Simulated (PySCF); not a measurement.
GeH6O2Si, SMILES [OH][GeH]([SiH3])[OH].

Geometry optimised at PBE-D3(BJ)/def2-SVP. The structure was generated by enumeration, and PubChem lists no compound with its InChIKey, so it may never have been made. The values are those of a single conformer.

Calculation: PBE-D3(BJ)/def2-SVP run with PySCF.

Frequencies are harmonic and unscaled.

### Question
List the normal modes with their intensities. (The exact figures need the calculation; the answer reports its results.)

### Answer

```csv
mode,ν (cm⁻¹),IR (km/mol),moving atoms (share of kinetic energy)
1,76,0.1,"H 91 %, O 8 %"
2,107,1.4,"O 52 %, H 19 %, Si 17 %, Ge 13 %"
3,144,3.2,"O 44 %, H 24 %, Ge 20 %, Si 12 %"
4,207,3.6,"O 47 %, H 39 %, Ge 13 %"
5,258,111.8,"H 82 %, O 16 %"
6,320,135.9,"H 67 %, O 26 %"
7,345,14.7,"Si 57 %, Ge 27 %, H 12 %"
8,474,18.8,"H 84 %, Si 10 %"
9,488,13.3,"H 86 %, Si 11 %"
10,651,156.1,"O 56 %, H 29 %, Ge 14 %"
11,671,53.8,"O 60 %, H 23 %, Ge 17 %"
12,680,84.2,"H 48 %, O 42 %, Ge 9 %"
13,725,9.5,H 95 %
14,827,187.1,"H 90 %, Si 9 %"
15,891,33.6,H 91 %
16,898,16.1,H 97 %
17,901,55.1,H 97 %
18,912,114.2,H 91 %
19,2065,142.0,H 99 %
20,2157,40.6,H 99 %
21,2175,78.8,H 96 %
22,2178,73.4,H 96 %
23,3712,53.1,H 94 %
24,3722,50.1,H 94 %
```
